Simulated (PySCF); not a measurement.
**SiSb⁺: energy against distance**

Set-up: basis Si def2-TZVPPD, Sb def2-TZVPPD with ECP28; scalar-relativistic core potentials; PySCF 2.14. Energies in eV from Si⁺ + Sb in their ground configurations at the same level. State: ³Σ⁻ (triplet), unpaired electrons π ↑↑.

```
R (Å)  M06-2X     UHF
2.172  -1.640  -0.420
2.273  -2.194  -0.983
2.374  -2.496  -1.282
2.450  -2.601  -1.382
2.526  -2.627  -1.403
2.602  -2.594  -1.367
2.703  -2.483  -1.260
2.829  -2.276  -1.076
2.981  -1.982  -0.848
3.183  -1.610  -0.618
```

Problem. Put a parabola through the three lowest points of the M06-2X curve and estimate Re, k and ωe (reduced mass 22.72 u; 1 eV/Å² = 0.16022 mdyn/Å; ωe = 1302.8·√(k/μ) cm⁻¹).

Solution. Through R = 2.45, 2.526, 2.602 Å the second-order coefficient is 5.11 eV/Å², so Re ≈ 2.521 Å, k ≈ 1.64 mdyn/Å and ωe ≈ 350 cm⁻¹. A polynomial fit of higher order to the unrounded M06-2X energies gives Re = 2.518 Å, k = 1.70 mdyn/Å, ωe = 356 cm⁻¹; anharmonicity and rounding make the difference.

The higher-order fit for each curve: M06-2X: Re = 2.518 Å, ωe = 356 cm⁻¹, De = 2.63 eV; UHF: Re = 2.513 Å, ωe = 354 cm⁻¹, De = 1.40 eV.

⟨S²⟩ of the unrestricted solution departs from its pure value on part of the curve, where spin states mix. Spin–orbit coupling is left out, which matters for elements this heavy, above all for dissociation energies. For an ion De counts to the pair picked by the measured ionisation energies or electron affinities, which need not be the lowest pair at this level. The state was picked by a PBE0 search and need not be the measured ground state.
